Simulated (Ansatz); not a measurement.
The same path of CH7GaO (10 atoms, charge 0, multiplicity 1) was run twice with different band settings. The coordinate that changes most is the dihedral H5–C1–O2–Ga3.

Theory: RKS B3LYP-D4/def2-SVP in Ansatz.

Relaxed end points:

```xyz
10
Properties=species:S:1:pos:R:3
C -1.073 0.644 -0.697
O 0.316 0.311 -0.637
Ga 1.088 -0.700 1.109
H -1.275 1.290 -1.565
H -1.703 -0.260 -0.740
H -1.305 1.197 0.222
H 0.594 -0.145 -1.444
H -0.012 -1.842 1.177
H 0.969 0.506 2.121
H 2.485 -1.052 0.456
```

```xyz
10
Properties=species:S:1:pos:R:3
C -1.197 0.208 -0.759
O 0.214 -0.019 -0.747
Ga 1.262 -0.064 1.141
H -1.374 1.122 -0.178
H -1.552 0.363 -1.791
H -1.745 -0.626 -0.290
H 0.440 -0.795 -1.280
H 0.287 -1.074 1.882
H 1.141 1.472 1.486
H 2.607 -0.638 0.539
```

Common settings: movable images 5; climbing image yes; spring 5.0 eV/Å²; start path IDPP; force threshold 0.05 eV/Å; iteration limit 60; end points relaxed.

| run | optimiser | largest step |
| --- | --- | --- |
| 1 | quadratic models (default) | default |
| 2 | lbfgs | 0.02 Å |

(1) What does each run give, and how far can it be trusted?

Answers

(1) Run 1: converged after 7 iterations, highest image 0.056 eV above the first end. A vibrational analysis at the climbing image gives one clearly imaginary mode, 210i cm⁻¹: a first-order saddle point.
Run 2: converged after 20 iterations, highest image 0.057 eV above the first end. Another band between the same ends (5 images) ends at a top of the same energy, where a vibrational analysis finds 1 clearly imaginary mode.
